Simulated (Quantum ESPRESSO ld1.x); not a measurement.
All-electron atom: Ru3+ in [Kr] 4d5. All-electron calculation, Dirac Kohn-Sham, PW86 exchange with PBE correlation, spin-unpolarised, spherical densities, point nucleus; open shells fill j = l - 1/2 first. Program: ld1.x of Quantum ESPRESSO 7.5.

Radial electron density D(r) = 4 pi r^2 rho(r):

r (bohr),D(r) (e/bohr)
0.001485,2.002
0.001934,3.173
0.002538,5.035
0.003305,7.758
0.004304,11.71
0.005604,17.22
0.007356,24.72
0.009579,33.55
0.01247,43.00
0.01624,51.27
0.02132,56.05
0.02776,55.43
0.03615,50.98
0.04707,47.94
0.06178,52.57
0.08044,63.59
0.1047,69.75
0.1364,61.42
0.179,47.14
0.2331,46.42
0.3036,54.14
0.3953,47.28
0.5147,26.57
0.6756,14.07
0.8797,13.91
1.145,12.43
1.492,6.987
1.958,2.524
2.549,0.6483
3.319,0.1048
4.322,0.008495

D(r) has 4 maxima, at r = 0.0235, 0.104, 0.318, 0.938 bohr, and minima at 0.0471, 0.205, 0.750 bohr, inside which lie 2.05, 11.08, 29.11 electrons.
